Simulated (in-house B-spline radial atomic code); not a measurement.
Configurations of S VI (S5+), with energies counted from [Ne] 3s1. Computed with an all-electron radial atomic-structure program (B-spline basis): scalar-relativistic (X2C) LC-wPBE, spin-polarised, spherical fractional occupations, exact exchange averaged over the configuration, Fermi nucleus of rms radius 3.2611 fm. Shells without spins written out take the highest spin.

Occupations are held fixed; configurations that lie above the ionisation limit could autoionise.

```tsv
configuration	E - E(ref) (eV)	highest orbital	its <r> (bohr)
[Ne] 4p1	49.473	4p up	2.999
[He] 2s2 2p5 3s1 3d1	194.52	3d up	1.448
[He] 2s2 2p5 3s1 4d1	223.99	4d up	3.081
[He] 2s1 2p6 3s1 3p1	228.68	3p up	1.404
[He] 2s1 2p6 3s1 4d1	277.1	4d up	3.081
```

Problem. Order these further configurations by energy, lowest first.
A. [He] 2s2 2p5 3s1 4s1
B. [Ne] 3d1
C. [He] 2s1 2p6 3s1 4s1
D. [He] 2s2 2p5 3s1 3p1
E. [He] 2s1 2p6 3s2

Solution. B (30.713 eV), D (175.3 eV), A (212.87 eV), E (218.52 eV), C (266.04 eV).

Problem. How far above the reference does [He] 2s2 2p5 3s1 4p1 lie?

Solution. 217.61 eV; its least bound orbital is 4p up with <r> = 2.882 bohr.
